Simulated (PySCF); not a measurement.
HO$_{2}$ (SMILES [O-]O), charge -1, singlet, geometry from GFN2-xTB (in this run its highest filled SCF level lies above zero, so its values depend strongly on the basis, on diffuse functions most of all), atoms displaced at random by about 0.08 Å a coordinate. Base run: PySCF with PBE0/def2-TZVP, gradient.

Input for PySCF:
```python
from pyscf import gto, scf, dft

mol = gto.M(
    atom='''
O     0.110543    0.703248   -0.080845
O    -0.118693   -0.651687   -0.172479
H    -0.822654   -0.914403    0.348853
''',
    basis='def2-tzvp',
    charge=-1,
    spin=0,
    verbose=4,
)

mf = dft.RKS(mol)
mf.xc = 'pbe0'
mf.kernel()
g = mf.nuc_grad_method()
grad = g.kernel()
```

The coordinate followed is y of atom 3.

The base run was repeated with changes; each row names its change, and settings that it needs were set with it.

```json
[
 {"change": "base", "dE/dx (Eh/bohr)": "0.002303", "net force (Eh/bohr)": "0.000002"},
 {"change": "finite difference step (bohr) = 1e-4; conv_tol = 1e-11", "dE/dx (Eh/bohr)": "0.002302", "net force (Eh/bohr)": "-"},
 {"change": "finite difference step (bohr) = 0.05; conv_tol = 1e-11", "dE/dx (Eh/bohr)": "0.002230", "net force (Eh/bohr)": "-"},
 {"change": "grids.level = 0; grid_response = off", "dE/dx (Eh/bohr)": "0.002404", "net force (Eh/bohr)": "0.003295"},
 {"change": "finite difference step (bohr) = 0.01; conv_tol = 1e-11", "dE/dx (Eh/bohr)": "0.002299", "net force (Eh/bohr)": "-"},
 {"change": "density fitting = on", "dE/dx (Eh/bohr)": "0.002291", "net force (Eh/bohr)": "0.000002"},
 {"change": "grids.level = 5; grid_response = on", "dE/dx (Eh/bohr)": "0.002303", "net force (Eh/bohr)": "0.000000"},
 {"change": "conv_tol = 1e-11", "dE/dx (Eh/bohr)": "0.002303", "net force (Eh/bohr)": "0.000002"},
 {"change": "finite difference step (bohr) = 1e-3; conv_tol = 1e-11", "dE/dx (Eh/bohr)": "0.002302", "net force (Eh/bohr)": "-"},
 {"change": "finite difference step (bohr) = 0.2; conv_tol = 1e-11", "dE/dx (Eh/bohr)": "0.001174", "net force (Eh/bohr)": "-"},
 {"change": "finite difference step (bohr) = 1e-5; conv_tol = 1e-11", "dE/dx (Eh/bohr)": "0.002302", "net force (Eh/bohr)": "-"},
 {"change": "density fitting = on; auxbasis_response = off", "dE/dx (Eh/bohr)": "0.002301", "net force (Eh/bohr)": "0.001382"}
]
```

The net force is zero for an exact gradient.
